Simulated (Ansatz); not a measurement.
Job for Ansatz (a first-principles code): R-PBE/def2-TZVPP on methylammonium (SMILES C[NH3+]). Charge +1.

Ansatz 0.2 input:
```yaml
crystal:
  periodic: [false, false, false]
  atoms:
    - {symbol: C, position_ang: [-0.79111187, 0.11793439, -0.01449100]}
    - {symbol: N, position_ang: [0.70279819, -0.10476911, 0.01287334]}
    - {symbol: H, position_ang: [-1.22481386, -0.54469753, -0.76902585]}
    - {symbol: H, position_ang: [-0.97910693, 1.16490728, -0.26945577]}
    - {symbol: H, position_ang: [-1.19255937, -0.11388220, 0.97626744]}
    - {symbol: H, position_ang: [0.93454938, -1.08033024, 0.24940189]}
    - {symbol: H, position_ang: [1.16146355, 0.49851465, 0.71076207]}
    - {symbol: H, position_ang: [1.13167607, 0.10065044, -0.90104157]}
basis:
  gaussian:
    orbitals: def2-TZVPP
hamiltonian:
  xc: {name: PBE}
total_charge: 1
accuracy: high
phonons: {}
scf: {lower_state_search: off}
```

Give the final energy of this run.

-96.1220 hartree.

How many basis functions does it have, and what does it roughly cost on one machine?

146 functions; very roughly 6 core-minutes.
